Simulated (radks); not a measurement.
Coulomb parameter of the 5d shell of the iridium ion Ir2+ in the model configuration [Xe] 4f14 5d5 6p2, as a second difference U = [E(n + 1) + E(n - 1) - 2 E(n)] / (1)^2 with all orbitals relaxed. "Bare": the charge of the atom changes with n. "Screened": the 6p shell takes up the change at fixed total charge, which measures U(5d,5d) + U(6p,6p) - 2 U(5d,6p). Calculated with a radial shooting solver on a logarithmic mesh with Libxc functionals: Dirac Kohn-Sham, PBEsol, spin-unpolarised, spherical densities, point nucleus; open shells are shared between the two j in proportion to 2j + 1.

case	configuration	E - E(n) (eV)
start	[Xe] 4f14 5d5 6p2	0.000
bare +1	[Xe] 4f14 5d6 6p2	-26.090
bare -1	[Xe] 4f14 5d4 6p2	38.361
screened +1	[Xe] 4f14 5d6 6p1	-13.488
screened -1	[Xe] 4f14 5d4 6p3	15.728

U(bare) = 12.271 eV, U(screened by 6p) = 2.240 eV.
